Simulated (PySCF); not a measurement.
Computed shifts of a molecule C6H10, HF/pcSseg-1 (PySCF), GIAO, gas phase, equivalent atoms averaged, in ppm (number of nuclei): ¹³C: 156.9 (1), 144.9 (1), 38.2 (1), 32.6 (1), 23.3 (1), 19.1 (1). ¹H: 6.39 (1), 2.64 (1), 2.63 (1), 2.05 (3), 1.98 (1), 1.39 (3). References: ¹³C against TMS (σ = 192.6 ppm); ¹H against TMS (σ = 31.99 ppm), references at their B3LYP-D3(BJ)/def2-TZVP geometries, non-relativistic. The structure is a stationary point at PBE0-D3(BJ)/def2-SVP. Other conformers were not sampled.

Problem. Which molecule gave these data?
A) CC[C@@H]1C=CC1
B) C=CCCC=C
C) CC1=C[C@@H](C)C1
D) C1CC1C1CC1

Solution. C, CC1=C[C@@H](C)C1
